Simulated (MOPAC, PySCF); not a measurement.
H3InS3, SMILES `[SH][In]([SH])[SH]`, neutral singlet in the gas phase. 

Z-matrix (Å, degrees):
```
In
S 1 2.3986
H 2 1.3443 1 93.47
S 1 2.3986 2 120.06 3 -0.03
H 4 1.3443 1 93.45 2 179.98
S 1 2.3987 2 119.97 3 179.94
H 6 1.3443 1 93.46 2 0.06
```
Charge 0, multiplicity 1.

All levels are single points at this geometry (B3LYP-D3(BJ)/def2-TZVP); Pople sets use spherical d functions. Orbital energies aren't observables, and empty levels follow the basis.

M06-2X/6-31G* (LANL2DZ on In) in PySCF gives dipole (D) = 0.00.

**Question.** Estimate the dipole (D) from each of these levels: B3LYP-D3(BJ)/def2-TZVP in PySCF; PBE-D3(BJ)/def2-TZVP in PySCF; B3LYP/6-311+G** (LANL2DZ on In) in PySCF; B3LYP/6-31G* (LANL2DZ on In) in PySCF; B3LYP/LANL2DZ in PySCF; PBE/6-31G* (LANL2DZ on In) in PySCF; SVWN5/6-31G* (LANL2DZ on In) in PySCF; HF/6-31G* (LANL2DZ on In) in PySCF; AM1 in MOPAC; PM3 in MOPAC; PM6 in MOPAC; PM7 in MOPAC.

**Answer.** 
| level | dipole (D) |
|---|---|
| B3LYP-D3(BJ)/def2-TZVP in PySCF | 0.00 |
| PBE-D3(BJ)/def2-TZVP in PySCF | 0.00 |
| B3LYP/6-311+G** (LANL2DZ on In) in PySCF | 0.00 |
| B3LYP/6-31G* (LANL2DZ on In) in PySCF | 0.00 |
| B3LYP/LANL2DZ in PySCF | 0.00 |
| PBE/6-31G* (LANL2DZ on In) in PySCF | 0.00 |
| SVWN5/6-31G* (LANL2DZ on In) in PySCF | 0.00 |
| HF/6-31G* (LANL2DZ on In) in PySCF | 0.01 |
| AM1 in MOPAC | 0.00 |
| PM3 in MOPAC | 0.00 |
| PM6 in MOPAC | 0.00 |
| PM7 in MOPAC | 0.00 |
